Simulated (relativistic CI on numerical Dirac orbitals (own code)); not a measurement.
Computed by Dirac-Coulomb-Breit CI, KLI orbitals optimised for each configuration, model QED (radiative potential, 1s self-energy scaled to tabulated hydrogen-like ionisation energies), unscaled Slater integrals (own radial code, finite nucleus).

The strongest absorption lines from the ground level of an ion, among the configurations computed and to levels below about 1320 eV (vacuum wavelength in nm, gf): 1.2545 (0.15), 1.4626 (0.57), 3.6394 (2.3), 5.3495 (1.4), 7.0662 (0.014).

Question: Which ion is it?
A. Hg XLVII
B. Hg XLIII
C. Os XLI
D. Hg XLV

Answer: D. Hg XLV has 36 electrons and the ground level 4s2 4p6 1S_0; the strongest line goes to 4s2 4p5 4d 1P°_1. The pattern of lines fixes the number of electrons, and along that sequence the line energies rise steadily with the charge (about as its square where n changes within one kind of shell, about linearly where n is kept but much faster in heavy ions where fine structure, which grows about as Z⁴, sets the gap, and irregularly where shells cross), which fixes Z. Configurations outside the model, such as inner-shell arrays, can give stronger lines. At this charge energies of transitions that change n are usually good to better than 1 %, and those within a shell (Δn = 0) to a few per cent.

LS names give the leading component of a level, which can be under half, so a name can repeat, a term be missing and a line seem to break the LS rules.
